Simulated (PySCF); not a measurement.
Al(F)(OH)(SMe) (CH4AlFOS), SMILES C[S][Al]([OH])[F].

Geometry: B3LYP-D3(BJ)/def2-SVP. The structure was generated by enumeration; whether it is a known compound was not checked. The values are those of a single conformer.

All values below come from IEF-PCM-B3LYP/def2-SVP in PySCF.

The values are the electrostatic part of the solvation free energy, E(continuum) − E(gas) at the gas-phase geometry, in a cavity of scaled van der Waals radii (PySCF's table); cavitation and dispersion terms are not included. A continuum can't describe solvent molecules that bind to the metal. In vacuum the orbital gap is 6.08 eV. The dipole moment in vacuum is 2.38 D.

| solvent | ε | ΔG(elec) (kcal/mol) | dipole (D) | gap (eV) |
|---|---|---|---|---|
| water | 78.36 | -7.9 | 2.87 | 6.34 |
| ethanol | 24.85 | -7.5 | 2.84 | 6.33 |
| acetonitrile | 35.69 | -7.7 | 2.85 | 6.33 |
